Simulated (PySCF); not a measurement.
# Arsenic: a sound run and one with changed settings

Sound run: As⁺ [Ar] 3d10 4s2 4p2, As²⁺ [Ar] 3d10 4s2 4p1. Calculation: PySCF 2.14, in 6-31G* (5s4p3d, 32 functions); the non-relativistic Hamiltonian (point nucleus). In the sound run the correlated levels freeze [Ar] 3d10. The sound run starts from symmetry-adapted Hartree-Fock orbitals and uses a fine grid where one is needed.

Changed run: basis STO-3G. This setting is unsound on purpose.

| species | method | sound run (hartree) | changed run (hartree) | converged |
| --- | --- | --- | --- | --- |
| As⁺ | UHF | -2233.55463 | -2209.00633 | yes |
| As⁺ | r2SCAN | -2235.13555 | -2210.27823 | yes |
| As⁺ | MN15 | -2235.47913 | -2207.85389 | yes |
| As⁺ | MP2 | -2233.59668 | -2209.01391 | yes |
| As⁺ | CCSD(T) | -2233.61398 | -2209.01980 | yes |
| As²⁺ | UHF | -2232.89181 | -2208.37732 | yes |
| As²⁺ | r2SCAN | -2234.44351 | -2209.61925 | yes |
| As²⁺ | MN15 | -2234.79024 | -2207.21744 | yes |
| As²⁺ | MP2 | -2232.92482 | -2208.39291 | yes |
| As²⁺ | CCSD(T) | -2232.94097 | -2208.40405 | yes |

Ionisation energy of As⁺:

| method | sound run (eV) | changed run (eV) |
| --- | --- | --- |
| UHF | 18.036 | 17.116 |
| r2SCAN | 18.831 | 17.932 |
| MN15 | 18.746 | 17.319 |
| MP2 | 18.282 | 16.898 |
| SCS-MP2 | 18.221 | 16.855 |
| CCSD | 18.307 | 16.755 |
| CCSD(T) | 18.314 | 16.755 |

A minimal basis cannot let orbitals breathe on ionisation and holds almost no correlation.

For comparison, NIST gives 18.589 eV between the lowest levels.
